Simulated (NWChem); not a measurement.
Molecule: CH₂BrF; SMILES C(F)Br

Program: NWChem. Medium grid unless said otherwise, to which SCAN and Minnesota functionals are sensitive. All runs use the structure optimised with PBE0/def2-SVP. Hybrids' shares of exact exchange are those that their runs print; pure functionals count as 0. The functionals differ in more than this share.

```
row                                     share of exact exchange  orbital gap (eV)
--------------------------------------  -----------------------  ----------------
LDA (Slater exchange, VWN5)/def2-TZVPD                     0.00              5.51
PBE/def2-TZVPD                                             0.00              5.56
B3LYP/def2-TZVPD                                           0.20              7.27
PBE0/def2-TZVPD                                            0.25              7.81
M06-2X/def2-TZVPD                                          0.54          withheld
Hartree-Fock/def2-TZVPD                                    1.00             12.91
```

Q: Fit a straight line of the last column on the one before it, predict the withheld value, and compare with the run.

A: 
1. Means of the 5 shown rows: x = 0.290, y = 7.812. Slope Σ(x − x̄)(y − ȳ)/Σ(x − x̄)² = 4.989/0.6820 = 7.315; intercept 5.691.
2. The shown rows scatter about the line by 0.177 (root mean square); the largest residual is +0.29, at PBE0/def2-TZVPD.
3. At x = 0.54 (M06-2X/def2-TZVPD; inside the shown range) the line gives 9.64.
4. The run gives 9.62, -0.02 from the line, 0.1 times the scatter.
